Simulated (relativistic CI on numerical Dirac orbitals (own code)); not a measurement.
Hyperfine structure of Tm XXIII, mass number 171

Computed by Dirac-Coulomb-Breit CI, KLI orbitals optimised for each configuration, model QED (radiative potential, 1s self-energy scaled to tabulated hydrogen-like ionisation energies), unscaled Slater integrals (own radial code, finite nucleus).

Configuration list (outside the closed core [Ar] 3d10): 4s2.4p6.4d10.4f, 4s2.4p6.4d10.5s, 4s2.4p6.4d9.4f2, 4s2.4p6.4d10.5p, 4s2.4p6.4d10.5d, 4s2.4p5.4d10.4f2, 4s2.4p6.4d9.5s2, 4s2.4p6.4d9.4f.5s, 4s2.4p6.4d10.5f, 4s2.4p6.4d9.5s.5p, 4s.4p6.4d10.4f2, 4s2.4p6.4d10.6s, 4s2.4p6.4d9.4f.5p, 4s2.4p6.4d10.6p, 4s2.4p6.4d10.5g, 4s2.4p4.4d10.4f3. Levels of other configurations are missing.

Nuclear spin I = 1/2, μ = -0.23 μN (tables of Stone and Pyykkö). The electronic factors are computed for point nuclear moments, without core polarisation or the Bohr-Weisskopf and QED corrections.

```
                  Level   E (eV)  A (GHz)
4s2.4p6.4d10.4f 2F°_5/2    0.000   -1.319
4s2.4p6.4d10.4f 2F°_7/2    2.112  -0.7145
 4s2.4p6.4d10.5s 2S_1/2   75.607   -143.2
4s2.4p6.4d10.5p 2P°_1/2  112.517   -42.98
4s2.4p6.4d10.5p 2P°_3/2  129.798   -5.561
 4s2.4p6.4d9.4f2 4F_3/2  165.003  -0.3208
 4s2.4p6.4d9.4f2 4F_5/2  165.506   -1.077
 4s2.4p6.4d9.4f2 4F_7/2  166.685   -1.048
```

Levels with J = 0, under 50 % of one LS term, or S terms without an open s electron are left out. Small factors come from cancelling terms and can be off by tens of per cent or more.

At this charge transitions that keep the count of f electrons are usually good to a few per cent. Terms inside the open d or f shell come out 10 to 20 % too wide with unscaled integrals. Levels that differ in their count of f electrons can be misplaced by several ten thousand cm⁻¹, since the correlation energy of f electrons is missing or only estimated; rates across such gaps can be off by orders of magnitude.

Task: Give the hyperfine levels of 4s2.4p6.4d10.4f 2F°_5/2 relative to its centre of gravity.

Result: With K = F(F + 1) − I(I + 1) − J(J + 1), E = AK/2: F = 2: 2.308, F = 3: -1.649 GHz.

LS names give the leading component of a level, which can be under half, so a name can repeat, a term be missing and a line seem to break the LS rules.
